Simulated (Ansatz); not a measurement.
Consider the ligand exchange at the Al–C bond: `N[CH2][Al]([OH])[SH]` + H₂S → `[OH][Al]([SH])[SH]` + CH₃NH₂.

Isolated molecules relaxed with PBE0-D4/def2-TZVP in Ansatz; ΔE leaves out vibrations. CBS: MP2 limit from def2 TZ/QZ plus the TZ coupled-cluster correction, frozen cores. This one scheme is used for every species. DFT in def2-TZVPP. HSE06 is defined as in plane-wave codes. Each species was taken in one conformer, which may not be the lowest.

`N[CH2][Al]([OH])[SH]`:

```xyz
11

N     0.353    0.299   -1.844
C     0.228   -0.752   -0.824
Al   -0.194   -0.205    1.021
O    -0.366   -1.357    2.250
S    -0.450    1.919    1.509
H     1.085    0.956   -1.604
H    -0.504    0.832   -1.926
H     1.155   -1.337   -0.819
H    -0.526   -1.471   -1.163
H    -0.569   -1.167    3.164
H    -0.212    2.284    0.237
```

H₂S:

Z-matrix (Å, degrees):
```
S
H 1 1.341
H 1 1.341 2 92.3
```

`[OH][Al]([SH])[SH]`:

Cartesian coordinates in Å:
```
O -1.660 0.306 -1.177
Al -0.268 0.039 -0.266
S 1.481 -0.601 -1.386
S -0.296 0.338 1.895
H -2.503 0.588 -0.828
H 2.253 -0.669 -0.288
H 0.994 -0.002 2.050
```

CH₃NH₂:

```xyz
7

C     0.125    0.176   -0.526
N    -0.446   -0.420    0.670
H     1.037    0.770   -0.367
H    -0.617    0.825   -0.997
H     0.361   -0.612   -1.245
H    -0.683    0.295    1.347
H     0.223   -1.034    1.117
```

```csv
level,ΔE (kJ/mol),difference from CCSD(T)/CBS
LDA (SPW92),-116.8,15.4
PBE-D4,-121.9,10.3
HSE06-D4,-129.4,2.8
CAM-B3LYP-D4,-127.4,4.8
revPBE,-125.9,6.3
BLYP,-123.1,9.1
r2SCANh,-133.5,-1.3
HSE06,-130.7,1.5
BHLYP,-136.0,-3.8
CAM-B3LYP,-128.8,3.4
RPA@PBE/def2-TZVPP,-126.4,5.8
CCSD(T)/def2-SVP,-127.9,4.3
MP2/def2-TZVPP,-134.9,-2.7
CCSD/def2-TZVPP,-131.9,0.3
CCSD(T)/def2-TZVPP,-130.2,2.0
MP2/CBS(def2),-136.8,-4.6
CCSD(T)/CBS,-132.2,0
```

Largest T1 diagnostic among the species: 0.012.

In def2-TZVPP, CCSD(T) changes the Hartree–Fock value by +16.2 kJ/mol (the triples alone add +1.7 kJ/mol) and MP2 by +11.5 kJ/mol. From r2SCAN to r2SCAN0 (25 % exact exchange), in def2-TZVPP and without D4, ΔE moves by −3.8 kJ/mol. At CCSD(T), def2-SVP lies +4.3 kJ/mol from the extrapolated value and def2-TZVPP +2.0 kJ/mol.

CCSD(T)/CBS has its own doubt, a few kJ/mol and more with outer-core shells, so smaller differences from it don't rank the levels.
